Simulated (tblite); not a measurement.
Isomers of CH8N2OSi2. Level: GFN2-xTB in tblite, geometry and Hessian alike; calculated harmonic values, unscaled, isolated species. Errors from tens to a few hundred cm⁻¹ against measured bands are possible. Modes of hydrogen on silicon can be 10 to 20 % off. One conformer each.

Electronic energies: GFN2-xTB at the same geometries; isomer energies are rough at this level and their order can be wrong.

| SMILES | electronic energy, lowest = 0 (kJ/mol) |
| --- | --- |
| CO[SiH]1N[SiH2]N1 | 7.9 |
| N[SiH2][SiH2]NC=O | 189.9 |
| O[Si@H]1CN[SiH2]N1 | 0.0 |

Problem. How do GFN2-xTB zero-point energies change the relative energies?

Solution. 
```tsv
SMILES	ZPE (kJ/mol)	of it from modes above 1550 cm⁻¹	electronic (kJ/mol)	with ZPE, lowest = 0 (kJ/mol)	lowest mode (cm⁻¹)	rings
O[Si@H]1CN[SiH2]N1	255.2	138.3	0.0	0.0	48	1
CO[SiH]1N[SiH2]N1	254.6	136.6	7.9	7.3	20	1
N[SiH2][SiH2]NC=O	246.0	150.7	189.9	180.7	50	0
```

The zero-point energies span 9.2 kJ/mol, from `N[SiH2][SiH2]NC=O` to `O[Si@H]1CN[SiH2]N1`. The order is unchanged.
